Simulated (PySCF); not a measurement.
**Magnetic susceptibility: `C=C[C@@]12C[C@@H]1[C@H]2CC`, C8H12**

Molfile (atoms numbered from 1):
```
C8H12
     RDKit          3D

 20 21  0  0  0  0  0  0  0  0999 V2000
    3.0400   -0.7324   -0.6422 C   0  0  0  0  0  0  0  0  0  0  0  0
    1.7289   -0.8282   -0.4536 C   0  0  0  0  0  0  0  0  0  0  0  0
    0.9278    0.1417    0.2480 C   0  0  2  0  0  0  0  0  0  0  0  0
    1.2163    1.5349    0.7264 C   0  0  0  0  0  0  0  0  0  0  0  0
    0.0386    1.2930   -0.1562 C   0  0  2  0  0  0  0  0  0  0  0  0
   -0.5361    0.1471    0.6102 C   0  0  1  0  0  0  0  0  0  0  0  0
   -1.4920   -0.8021   -0.0761 C   0  0  0  0  0  0  0  0  0  0  0  0
   -2.9296   -0.2989    0.0142 C   0  0  0  0  0  0  0  0  0  0  0  0
    3.5910   -1.4903   -1.1705 H   0  0  0  0  0  0  0  0  0  0  0  0
    3.6052    0.1079   -0.2766 H   0  0  0  0  0  0  0  0  0  0  0  0
    1.1880   -1.6930   -0.8186 H   0  0  0  0  0  0  0  0  0  0  0  0
    1.0440    1.7747    1.7706 H   0  0  0  0  0  0  0  0  0  0  0  0
    2.0680    2.0484    0.2988 H   0  0  0  0  0  0  0  0  0  0  0  0
   -0.2155    1.6971   -1.1128 H   0  0  0  0  0  0  0  0  0  0  0  0
   -0.7841    0.3235    1.6564 H   0  0  0  0  0  0  0  0  0  0  0  0
   -1.4228   -1.7875    0.3926 H   0  0  0  0  0  0  0  0  0  0  0  0
   -1.2097   -0.9081   -1.1258 H   0  0  0  0  0  0  0  0  0  0  0  0
   -3.6067   -0.9857   -0.4880 H   0  0  0  0  0  0  0  0  0  0  0  0
   -3.2375   -0.2107    1.0536 H   0  0  0  0  0  0  0  0  0  0  0  0
   -3.0188    0.6790   -0.4533 H   0  0  0  0  0  0  0  0  0  0  0  0
  1  2  2  0
  3  2  1  6
  3  4  1  0
  4  5  1  0
  5  6  1  0
  6  7  1  0
  7  8  1  0
  5  3  1  0
  6  3  1  0
  1  9  1  0
  1 10  1  0
  2 11  1  0
  4 12  1  0
  4 13  1  0
  5 14  1  6
  6 15  1  1
  7 16  1  0
  7 17  1  0
  8 18  1  0
  8 19  1  0
  8 20  1  0
M  END
```

Theory: GIAO PBE0/pcSseg-1 magnetisability, rotational g tensor and spin-rotation constants, non-relativistic, gas phase in PySCF. Geometry: GFN2-xTB.

**Question.** What are the magnetisability and the molar susceptibility?

**Answer.** Isotropic -1462 × 10⁻³⁰ J/T², or -88.0 × 10⁻⁶ cm³/mol; principal values -1566, -1454, -1366 × 10⁻³⁰ J/T², anisotropy 173 × 10⁻³⁰ J/T² (root of half the summed squared differences of the principal values). The susceptibility is in cgs units.

**Question.** Split it along the inertial axes a, b, c into diamagnetic and paramagnetic parts about the centre of mass, with the quadrupole moment.

**Answer.** 
| axis | χ (10⁻⁶ cm³/mol) | diamagnetic (10⁻⁶ cm³/mol) | paramagnetic (10⁻⁶ cm³/mol) | summed x² of all electrons (Å²) | quadrupole Θ (D Å) |
| --- | --- | --- | --- | --- | --- |
| a | -87.8 | -418.5 | 330.7 | 233.7 | +0.42 |
| b | -82.7 | -1093.8 | 1011.1 | 74.5 | +1.03 |
| c | -93.6 | -1307.5 | 1214.0 | 24.1 | -1.45 |

Anisotropies 2χaa − χbb − χcc = +0.6 and 2χbb − χaa − χcc = +16.0 × 10⁻⁶ cm³/mol. Θ is traceless in Buckingham's convention.

**Question.** And the rotational g tensor?

**Answer.** 
| axis | rotational constant (GHz) | g | nuclear part | electronic part |
| --- | --- | --- | --- | --- |
| a | 4.1263 | -0.0032 | 0.6378 | -0.6410 |
| b | 1.2836 | -0.0043 | 0.6054 | -0.6097 |
| c | 1.0518 | +0.0026 | 0.6024 | -0.5999 |

Asymmetric top; isotopes 12C, 1H; no vibrational averaging.
